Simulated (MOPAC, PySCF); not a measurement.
H7NSi2, SMILES `[SiH3]N[SiH3]`, neutral singlet in the gas phase. 

Z-matrix (Å, degrees):
```
N
H 1 1.0192
Si 1 1.7393 2 115.55
Si 1 1.7393 2 115.55 3 171.71
H 3 1.4928 1 107.21 2 -168.43
H 4 1.4928 1 107.21 2 168.43
H 3 1.4970 5 110.29 1 -119.80
H 4 1.4970 6 110.29 1 119.80
H 4 1.5000 6 108.55 8 117.24
H 3 1.5000 5 108.55 7 -117.24
```
Charge 0, multiplicity 1.

All levels are single points at this geometry (PBE-D3(BJ)/def2-TZVP); Pople sets use spherical d functions. Orbital energies aren't observables, and empty levels follow the basis.

PM7 in MOPAC gives HOMO (eV) = -9.59.

Q: Estimate the HOMO (eV) from each of these levels: PBE-D3(BJ)/def2-TZVP in PySCF; B3LYP/3-21G in PySCF; B3LYP/6-311+G** in PySCF; B3LYP/LANL2DZ in PySCF; BP86/6-31G* in PySCF; M06-2X/6-31G* in PySCF; PBE/6-31G* in PySCF; SVWN5/6-31G* in PySCF; HF/STO-3G in PySCF; AM1 in MOPAC; PM3 in MOPAC; PM6 in MOPAC.

A: 
| level | HOMO (eV) |
|---|---|
| PBE-D3(BJ)/def2-TZVP in PySCF | -6.18 |
| B3LYP/3-21G in PySCF | -6.65 |
| B3LYP/6-311+G** in PySCF | -7.24 |
| B3LYP/LANL2DZ in PySCF | -6.79 |
| BP86/6-31G* in PySCF | -6.01 |
| M06-2X/6-31G* in PySCF | -8.55 |
| PBE/6-31G* in PySCF | -5.90 |
| SVWN5/6-31G* in PySCF | -5.94 |
| HF/STO-3G in PySCF | -7.51 |
| AM1 in MOPAC | -9.65 |
| PM3 in MOPAC | -8.37 |
| PM6 in MOPAC | -10.18 |
